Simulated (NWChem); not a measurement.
Species: CdH₂O; SMILES [OH][CdH]

All runs: NWChem. Coordinates come from a PBE0/def2-SVP optimisation. def2 effective core potentials on Cd; no spin-orbit coupling. Level SCAN/def2-SVP: energy and gradient on several grids; changes count from the extra-fine grid, which is no exact limit either.

```csv
grid,size of the energy change (μHa),largest change of a gradient component (μHa/bohr),"time, medium = 1 (rough)"
xcoarse,100,10000,about 1
coarse,6000,2000,about 1
medium,200,800,about 1
fine,800,200,about 1
xfine,< 10,< 30,2
```
